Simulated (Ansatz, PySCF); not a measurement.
1,2,4-triazole (C₂H₃N₃), SMILES n1cnc[nH]1.

Coordinates come from a PBE0-D3(BJ)/def2-SVP optimisation.

Vertical ionisation energy (IE) and electron affinity (EA) in eV. Rows of orbital energies are one-electron estimates. Where ΔSCF, EOM or ADC give a negative EA the extra electron is unbound and the value depends on the basis.

```tsv
level	IE	EA
−ε(HOMO), −ε(LUMO), r2SCAN/def2-TZVP (PySCF)	6.90	0.79
−ε(HOMO), −ε(LUMO), PBE/def2-TZVP (PySCF)	6.54	0.99
ΔSCF, CAM-B3LYP/def2-SVPD (Ansatz), final states of multiplicity 2 and 2	?	?
ΔSCF, PBE/def2-SVPD (Ansatz), final states of multiplicity 2 and 2	10.20	-1.65
```

**Question.** What belongs in the gaps? (The exact figures need the calculation; the answer reports its results.)

**Answer.** 
- ΔSCF, CAM-B3LYP/def2-SVPD (Ansatz, a program for electronic structure), final states of multiplicity 2 and 2, IE: 10.37
- ΔSCF, CAM-B3LYP/def2-SVPD (Ansatz), final states of multiplicity 2 and 2, EA: -1.87

**Question.** What vertical singlet–triplet gap does ΔSCF give with CAM-B3LYP/def2-SVPD (Ansatz) and with PBE/def2-SVPD (Ansatz)? (An estimate is asked for; the answer gives what the named calculation found.)

**Answer.** 4.85 and 5.00 eV (triplet above singlet where positive).
